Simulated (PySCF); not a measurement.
# Argon: a sound run and one with changed settings

Sound run: Ar²⁺ [Ne] 3s2 3p4, Ar³⁺ [Ne] 3s2 3p3. Calculation: PySCF 2.14, in x2c-TZVPall; the spin-free X2C one-electron Hamiltonian (Gaussian nucleus). The sound run starts from symmetry-adapted Hartree-Fock orbitals and uses a fine grid where one is needed.

A second run was set up differently.

```json
{"species": "Ar²⁺", "method": "UHF", "sound run (hartree)": "-527.11003", "changed run (hartree)": "-527.11003", "converged": "yes"}
{"species": "Ar²⁺", "method": "PBE", "sound run (hartree)": "-527.56384", "changed run (hartree)": "-527.55052", "converged": "yes"}
{"species": "Ar²⁺", "method": "M06-L", "sound run (hartree)": "-527.74636", "changed run (hartree)": "-527.54756", "converged": "yes"}
{"species": "Ar³⁺", "method": "UHF", "sound run (hartree)": "-525.66357", "changed run (hartree)": "-525.66357", "converged": "yes"}
{"species": "Ar³⁺", "method": "PBE", "sound run (hartree)": "-526.06732", "changed run (hartree)": "-526.07788", "converged": "yes"}
{"species": "Ar³⁺", "method": "M06-L", "sound run (hartree)": "-526.25770", "changed run (hartree)": "-526.08628", "converged": "yes"}
```

Ionisation energy of Ar²⁺:

```tsv
method	sound run (eV)	changed run (eV)
UHF	39.360	39.360
PBE	40.722	40.072
M06-L	40.508	39.763
```

**Question.** What was changed?
A. radial grid too coarse
B. minimal basis
C. level shift left on
D. a valence shell is frozen

**Answer.** A. It used radial step 0.8 in ln r (0.13 in the sound run). A coarse radial grid mis-integrates the density and the exchange-correlation energy, with errors of either sign; Hartree-Fock needs no grid.
